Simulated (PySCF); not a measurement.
Electric field gradients and quadrupole coupling constants

Species: C₇H₁₃OPS.
SMILES with atom numbers: `[CH3:1][O:2][C@H:3]1[CH2:4][P@:5](=[S:6])([CH:7]2[CH2:8][CH2:9]2)[CH2:10]1` (hydrogens: H11, H12, H13 on C1; H14 on C3; H15, H16 on C4; H17 on C7; H18, H19 on C8; H20, H21 on C9; H22, H23 on C10)

Geometry (GFN2-xTB, Å), atoms numbered from 1 in this order:
```xyz
23
C7H13OPS angstrom
C      3.6899   -0.3543    0.2769
O      2.7563    0.1800   -0.6297
C      1.4283   -0.1575   -0.3457
C      0.7923    0.5734    0.8668
P     -0.7344    0.9217   -0.1392
S     -1.5669    2.6648   -0.1697
C     -1.8439   -0.5048    0.1158
C     -3.0643   -0.2738    0.9610
C     -3.2058   -0.4146   -0.5142
C      0.4819    0.3730   -1.4382
H      3.5527    0.0525    1.2851
H      4.6726   -0.0744   -0.0962
H      3.6132   -1.4477    0.3230
H      1.3372   -1.2484   -0.2271
H      1.3155    1.5101    1.0689
H      0.6940    0.0021    1.7882
H     -1.3515   -1.4688    0.1578
H     -3.1961    0.7147    1.3792
H     -3.3983   -1.0756    1.6022
H     -3.4327    0.4798   -1.0782
H     -3.6391   -1.3170   -0.9184
H      0.1615   -0.3452   -2.1895
H      0.9329    1.2368   -1.9285
```

Field gradients from the PBE0/pcSseg-1 density (PySCF, non-relativistic), principal values in atomic units, ordered |Vxx| ≤ |Vyy| ≤ |Vzz|:

| atom | Vxx | Vyy | Vzz |
| --- | --- | --- | --- |
| O2 | 0.0116 | 1.9985 | -2.0101 |
| S6 | -1.0309 | -1.1773 | 2.2082 |

**Question.** Find the asymmetry η = (Vxx − Vyy)/Vzz and the couplings χ = eQV/h (234.96 MHz × Q in barn × V in au), with Q(17O) = −0.0256 b, Q(33S) = −0.0678 b.

**Answer.** 
```tsv
atom	environment	nucleus	η	χzz (MHz)	χxx (MHz)	χyy (MHz)
O2	ether oxygen	17O	0.99	12.09	-0.07	-12.02
S6	sulfur bonded to P	33S	0.07	-35.18	16.42	18.76
```

At O2 η is above 0.9: Vyy and Vzz are nearly equal in size and opposite in sign, so a small change could swap them and flip the sign of χzz. The tensor is traceless: Vxx + Vyy + Vzz = 0.

**Question.** What is Vzz at S6 in SI units (1 au = 9.71736 × 10²¹ V/m²)?

**Answer.** 2.2082 au = 21.458 × 10²¹ V/m².

**Question.** And the gradient at the other heavy atoms, for which no coupling is worked out here?

**Answer.** 
```csv
atom,environment,Vzz (au),η
C1,methoxy carbon,0.380,0.10
C3,sp3 carbon bound to oxygen,0.307,0.21
C4,sp3 carbon bound to phosphorus,0.091,0.72
P5,phosphorus bonded to 3 C and S,-0.227,0.82
C7,sp3 carbon bound to phosphorus,-0.184,0.96
C8,three-membered-ring carbon,0.192,0.37
C9,three-membered-ring carbon,0.193,0.34
C10,sp3 carbon bound to phosphorus,0.101,0.90
```

**Question.** What couplings would deuterons (Q(2H) = 0.00286 b) have in place of the hydrogens, at this geometry?

**Answer.** 
```
atom  bonded to  bond length (Å)  Vzz (au)     η  χzz (kHz)
 H11         C1            1.096    0.2917  0.08        196
 H12         C1            1.088    0.3072  0.06        206
 H13         C1            1.097    0.2896  0.08        195
 H14         C3            1.101    0.2792  0.09        188
 H15         C4            1.092    0.3055  0.02        205
 H16         C4            1.089    0.3159  0.01        212
 H17         C7            1.083    0.3247  0.09        218
 H18         C8            1.081    0.3189  0.06        214
 H19         C8            1.080    0.3318  0.06        223
 H20         C9            1.081    0.3195  0.06        215
 H21         C9            1.080    0.3318  0.06        223
 H22        C10            1.088    0.3169  0.02        213
 H23        C10            1.091    0.3063  0.03        206
```

One conformer (not necessarily the lowest) at the GFN2-xTB geometry, without solvent, vibrations or thermal averaging. GFN2-xTB bond lengths can be off by several hundredths of an ångström, more for odd bonds, and the gradients follow them. With a basis this small, the couplings can be 20 % off.

The run behind these numbers computed NMR shieldings as well. On an Arm Neoverse V1 with one thread (shared host), this took 61 s of wall time and 1.2 GiB of memory at its peak.
